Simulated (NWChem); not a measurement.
Correlation energy of Sb

```xyz
1

Sb     0.0000     0.0000     0.0000
```
Charge 0, spin multiplicity 4.

All runs are NWChem calculations.

Basis set: def2-TZVP. Each correlation energy counts from its own Hartree-Fock reference.

Effective core potentials replace the inner electrons of Sb; spin-orbit coupling is left out. The correlated methods keep 4 core orbitals frozen. No SCF solution was tested for a lower state. Open-shell Hartree-Fock references start from PBE0 orbitals. Coupled-cluster values serve here as a point of comparison, not as the truth.

Task: Order these methods by the correlation energy they give, lowest first: UMP2, SCS-UMP2, CCSD on UHF, CCSD on ROHF, CCSD[T] on ROHF.

Result: CCSD[T] on ROHF (-287.6 mHa), UMP2 (-285.4 mHa), CCSD on ROHF (-280.8 mHa), CCSD on UHF (-279.1 mHa), SCS-UMP2 (-249.8 mHa)
